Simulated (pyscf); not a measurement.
**`[F][W]([F])(=[S])=[S]`, singlet**

Gas-phase minimum from PySCF at ωB97X-D3(BJ)/def2-SVP, one conformer. 

SMILES: [F][W]([F])(=[S])=[S]
```xyz
5

F      0.9172     1.1524    -0.8293
W      0.6786    -0.3215     0.2674
F      1.0221    -0.0095     2.0610
S     -1.3000    -0.9964     0.0670
S      1.9301    -1.8702    -0.4007
```
Charge 0, spin multiplicity 1.

Bonded distances (Å): F1–W2 1.853, W2–F3 1.853, W2–S4 2.100, W2–S5 2.100. Bond angles (°): F1–W2–F3 114.5, F1–W2–S4 108.7, F1–W2–S5 108.8, F3–W2–S4 108.7, F3–W2–S5 108.8, S4–W2–S5 107.1.

Properties at ωB97X-D3(BJ)/def2-SVP:

| Item | Result |
|---|---|
| Harmonic wavenumbers, unscaled | 177, 179, 202, 210, 212, 597, 606, 714, 723 cm⁻¹ |
| Zero-point energy | 5.2 kcal/mol |
| Rotational symmetry number | 2 |
| Entropy of this conformer at 298 K and 1 atm, rigid rotor and harmonic oscillator, modes under 100 cm⁻¹ raised to 100 | 343.5 J/(mol K) |
| Dipole moment | 0.70 D |

Single-point totals, which compare only within one level:

```tsv
level	total energy (hartree)
ωB97X-D3(BJ)/def2-TZVP	-1063.54689
PBE/def2-TZVP	-1063.03636
r²SCAN/def2-TZVP	-1063.41785
B3LYP-D3(BJ)/def2-TZVP	-1063.56539
PBE0-D3(BJ)/def2-TZVP	-1063.02383
M06-2X/def2-TZVP	-1063.26258
ωB97M-D3(BJ)/def2-TZVP	-1063.56719
```

Elements past Kr carry the def2 core potentials, without spin-orbit coupling.
